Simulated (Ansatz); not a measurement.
`BC[SiH2]F` + `[SiH3]S` → `BC[SiH2]S[SiH3]` + H–F  (ligand exchange at the Si–F bond)

Calculated with Ansatz (gas phase, PBE0-D4/def2-TZVP geometries, no zero-point term in ΔE). CCSD(T)/CBS adds triple-zeta CCSD(T) − MP2 to the extrapolated MP2 energy (def2 sets, frozen cores). This one scheme is used for every species. DFT in def2-TZVPP. B3LYP here is the variant with VWN-RPA as its local correlation; programs differ in this. One conformer a species, not always the lowest.

**Question.** Is it downhill or uphill in electronic energy at CCSD(T)/CBS, and by how much? (An estimate is asked.)

**Answer.** Ansatz gave: Uphill: ΔE = +64.5 kJ/mol.

**Question.** What do these levels give: PBE0-D4, B3LYP-D4, ωB97X-V, ωB97M-V, PBE, r2SCAN, HF/def2-TZVPP, MP2/def2-TZVPP, SCS-MP2/def2-TZVPP, CCSD/def2-TZVPP, CCSD(T)/def2-TZVPP, MP2/def2-QZVPP? (Estimate.)

**Answer.** Ansatz gave: PBE0-D4 54.1, B3LYP-D4 71.4, ωB97X-V 73.1, ωB97M-V 69.2, PBE 66.4, r2SCAN 71.8, HF/def2-TZVPP 113.0, MP2/def2-TZVPP 60.2, SCS-MP2/def2-TZVPP 73.8, CCSD/def2-TZVPP 76.4, CCSD(T)/def2-TZVPP 68.4, MP2/def2-QZVPP 58.8 kJ/mol.

Largest T1 diagnostic among the species: 0.012.

The D4 term adds −23.5 kJ/mol with B3LYP and −13.0 kJ/mol with PBE0; it sums over pairs of atoms, weighted by their polarisabilities, and B3LYP, whose exchange is more repulsive, gets the larger term. In def2-TZVPP, CCSD(T) changes the Hartree–Fock value by −44.6 kJ/mol (the triples alone add −8.0 kJ/mol) and MP2 by −52.9 kJ/mol.
